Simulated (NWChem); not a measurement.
# C2H4ClFSi2; SMILES FC1=C[Si@H](Cl)[SiH2]1

```xyz
10

F     -0.8305     2.8168     0.4135
C     -0.4046     1.5842     0.0870
C     -1.2252     0.5947    -0.3367
Si    -0.0100    -0.7774    -0.6921
Cl    -0.2379    -2.4996     0.4708
Si     1.3851     0.9300     0.0960
H     -2.3047     0.6950    -0.4303
H      0.0447    -1.2510    -2.0968
H      1.9922     0.8239     1.4483
H      2.3157     1.6646    -0.8030
```
Atoms are numbered in this order, from 1.

Structure relaxed at the B3LYP/6-31G* (spherical d) level.

Question: List the 4 lowest vertical singlet excitations from PBE0/6-31+G* (spherical d), TDA (NWChem).

Answer: 
| state | energy (eV) | oscillator strength | leading excitation (squared amplitude) |
|---|---|---|---|
| S1 | 5.68 | 0.001 | HOMO → LUMO (0.94) |
| S2 | 6.32 | 0.012 | HOMO → LUMO+1 (0.49) |
| S3 | 6.46 | 0.011 | HOMO → LUMO+2 (0.82) |
| S4 | 6.51 | 0.011 | HOMO−1 → LUMO+1 (0.75) |
